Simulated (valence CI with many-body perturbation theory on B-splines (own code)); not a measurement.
**La¹⁷⁺: M1 decay**

Calculated by configuration interaction combined with many-body perturbation theory (CI+MBPT): four valence electrons over a frozen Dirac-Fock core [Kr], a basis of 7 s, 7 p, 8 d, 6 f, 4 g, 1 h functions for each j, with the one-electron correlation potential Σ1, the two-electron term Σ2, the three-electron term Σ3, Breit, model QED; selected CI, second order for the rest, scaled by the run's own slope (own B-spline code, finite nucleus).

No measured spectrum was set against this ion. As an estimate, terms of the open shell hold to 2 to 4 % of their energy, and close levels can change places. The list stops below the first excitations out of the core.

Lines 1 to 50 of 120 in falling wavelength, among levels below 72.789 eV, chosen from the decays that carry over 1 % of a level's rate. Wavelengths and rates use the calculated energies, so an error of 2000 cm⁻¹ moves a line at 1156 nm by 23 % and its rate by three times that or more. S is in atomic units (e²a₀⁴ for E2 and M2, e²a₀⁶ for E3), for M1 in squared Bohr magnetons. Weak lines are less certain than strong ones. Lines between different terms over intervals too small for the method are left out, as are lines whose strength nearly cancels.

Names give the largest LS component (configuration and term), which can be under half, so a name can repeat, a term be missing and a line seem to break the LS rules; names also repeat where a configuration has a term twice. Letters in brackets count levels of one name in rising energy.

| λ vac (nm) | Upper | Lower | Type | A (s⁻¹) | S (a.u.) |
| --- | --- | --- | --- | --- | --- |
| 2874 | 4d4 5D_4 | 4d4 5D_3 | M1 | 7.70e-01 | 6.10e+00 |
| 1812 | 4d4 3H_6 | 4d4 3H_5 | M1 | 1.92e+00 | 5.51e+00 |
| 1310 | 4d4 5D_3 | 4d4 5D_2 | M1 | 1.71e+01 | 1.00e+01 |
| 1156 | 4d4 3G_3 | 4d4 3H_4 | M1 | 4.31e+00 | 1.73e+00 |
| 917.9 | 4d4 5D_2 | 4d4 5D_1 | M1 | 5.90e+01 | 8.45e+00 |
| 840.0 | 4d4 3D_2 | 4d4 3P_1 [a] | M1 | 1.78e+01 | 1.96e+00 |
| 834.6 | 4d4 3P_2 [c] | 4d4 3P_2 [b] | M1 | 1.31e+01 | 1.41e+00 |
| 783.0 | 4d4 3H_5 | 4d4 3H_4 | M1 | 3.31e+01 | 6.49e+00 |
| 735.4 | 4d4 3P_2 [b] | 4d4 3D_1 | M1 | 1.78e+01 | 1.31e+00 |
| 708.2 | 4d4 5D_1 | 4d4 5D_0 | M1 | 1.07e+02 | 4.23e+00 |
| 701.4 | 4d4 3F_4 [b] | 4d4 3G_5 | M1 | 9.82e+00 | 1.13e+00 |
| 644.9 | 4d4 3P_2 [a] | 4d4 3D_3 | M1 | 1.24e+01 | 6.18e-01 |
| 629.3 | 4d4 3F_3 [b] | 4d4 3P_2 [c] | M1 | 3.08e+01 | 2.00e+00 |
| 623.3 | 4d4 3D_2 | 4d4 3F_2 [a] | M1 | 2.31e+01 | 1.04e+00 |
| 620.7 | 4d4 3G_4 | 4d4 3G_3 | M1 | 6.13e+01 | 4.89e+00 |
| 577.3 | 4d4 3P_2 [b] | 4d4 3P_2 [a] | M1 | 9.72e+00 | 3.47e-01 |
| 566.6 | 4d4 3P_1 [a] | 4d4 3P_0 [a] | M1 | 8.69e+01 | 1.76e+00 |
| 565.2 | 4d4 3H_4 | 4d4 5D_4 | M1 | 1.45e+02 | 8.73e+00 |
| 557.4 | 4d4 3P_2 [a] | 4d4 3D_2 | M1 | 2.18e+01 | 7.01e-01 |
| 541.2 | 4d4 3D_3 | 4d4 3F_2 [a] | M1 | 4.97e+00 | 2.04e-01 |
| 538.0 | 4d4 3D_2 | 4d4 3G_3 | M1 | 2.15e+00 | 6.21e-02 |
| 523.6 | 4d4 3F_4 [a] | 4d4 3H_5 | M1 | 4.02e+01 | 1.92e+00 |
| 497.7 | 4d4 3F_4 [b] | 4d4 3F_3 [a] | M1 | 1.69e+01 | 6.94e-01 |
| 481.6 | 4d4 3G_5 | 4d4 3G_4 | M1 | 1.48e+02 | 6.72e+00 |
| 472.3 | 4d4 3H_4 | 4d4 5D_3 | M1 | 4.43e+01 | 1.56e+00 |
| 461.6 | 4d4 3D_1 | 4d4 3D_2 | M1 | 8.72e+01 | 9.54e-01 |
| 438.4 | 4d4 3P_2 [b] | 4d4 3F_3 [a] | M1 | 2.79e+01 | 4.35e-01 |
| 433.7 | 4d4 1F_3 | 4d4 3P_2 [a] | M1 | 1.38e+01 | 2.92e-01 |
| 430.6 | 4d4 3F_4 [a] | 4d4 3G_3 | M1 | 2.10e+01 | 5.60e-01 |
| 403.9 | 4d4 3G_4 | 4d4 3H_4 | M1 | 7.19e+01 | 1.58e+00 |
| 379.7 | 4d4 3G_3 | 4d4 5D_4 | M1 | 1.39e+01 | 1.97e-01 |
| 369.8 | 4d4 3F_4 [c] | 4d4 3F_4 [b] | M1 | 4.10e+01 | 6.91e-01 |
| 367.2 | 4d4 3G_5 | 4d4 3H_6 | M1 | 9.46e+01 | 1.91e+00 |
| 358.8 | 4d4 3F_3 [b] | 4d4 3P_2 [b] | M1 | 5.44e+01 | 6.53e-01 |
| 358.3 | 4d4 3F_4 [b] | 4d4 3F_4 [a] | M1 | 1.35e+02 | 2.07e+00 |
| 350.9 | 4d4 3F_3 [a] | 4d4 3F_2 [a] | M1 | 3.25e+02 | 3.65e+00 |
| 350.3 | 4d4 1F_3 | 4d4 3F_3 [a] | M1 | 9.50e+01 | 1.06e+00 |
| 341.3 | 4d4 3P_2 [c] | 4d4 3P_2 [a] | M1 | 1.63e+02 | 1.20e+00 |
| 335.4 | 4d4 3G_3 | 4d4 5D_3 | M1 | 2.18e+02 | 2.13e+00 |
| 335.0 | 4d4 3P_2 [a] | 4d4 3P_1 [a] | M1 | 6.55e+01 | 4.57e-01 |
| 332.1 | 4d4 3F_4 [b] | 4d4 3D_3 | M1 | 6.62e+01 | 8.09e-01 |
| 328.3 | 4d4 3H_5 | 4d4 5D_4 | M1 | 9.43e+01 | 1.36e+00 |
| 326.9 | 4d4 3F_3 [b] | 4d4 3F_4 [b] | M1 | 1.97e+02 | 1.79e+00 |
| 322.1 | 4d4 3F_3 [a] | 4d4 3G_3 | M1 | 3.33e+02 | 2.89e+00 |
| 318.1 | 4d4 1I_6 | 4d4 3H_6 | M1 | 2.13e+02 | 3.30e+00 |
| 313.8 | 4d4 3F_4 [a] | 4d4 3H_4 | M1 | 5.12e+02 | 5.27e+00 |
| 305.3 | 4d4 3G_5 | 4d4 3H_5 | M1 | 1.51e+02 | 1.76e+00 |
| 304.6 | 4d4 3P_2 [b] | 4d4 3D_3 | M1 | 2.02e+02 | 1.06e+00 |
| 297.9 | 4d4 3D_1 | 4d4 3P_1 [a] | M1 | 2.84e+02 | 8.35e-01 |
| 294.3 | 4d4 3P_2 [a] | 4d4 3F_2 [a] | M1 | 1.09e+02 | 5.16e-01 |
